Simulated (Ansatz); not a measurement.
C₂H₇Ge, SMILES `[CH2][GeH2][CH3]` radical, relaxed with UKS PBE-D4/def2-SVP in Ansatz from a rough embedded geometry. The force threshold is 0.03 eV/Å; the program also tests the step.

Charge 0, multiplicity 2.

Start:

```xyz
10

C    -1.036    0.788   -1.198
Ge    0.547    0.359   -0.223
C     0.018   -0.750    1.258
H    -1.480   -0.129   -1.609
H    -0.756    1.472   -2.105
H     1.251    1.648    0.299
H     1.550   -0.434   -1.138
H    -0.626   -0.243    1.922
H     0.975   -1.031    1.880
H    -0.443   -1.682    0.914
```

How much energy does the relaxation release, and in how many steps? (Estimate.)

Computed: 12.84 kcal/mol, in 4 steps.

Which bonds change most? (Estimate.)

Computed: C3–H9 from 1.175 to 1.107 Å; C1–H5 from 1.170 to 1.102 Å; C3–H8 from 1.055 to 1.107 Å; Ge2–C3 from 1.925 to 1.972 Å.

Give the relaxed structure. (An estimate is asked.)

The calculation gave: 
```xyz
10

C    -0.869    0.682   -1.421
Ge    0.628    0.303   -0.258
C     0.055   -0.769    1.295
H    -1.625   -0.084   -1.663
H    -1.006    1.661   -1.910
H     1.266    1.643    0.208
H     1.721   -0.497   -1.036
H    -0.685   -0.210    1.900
H     0.926   -1.015    1.932
H    -0.411   -1.714    0.953
```
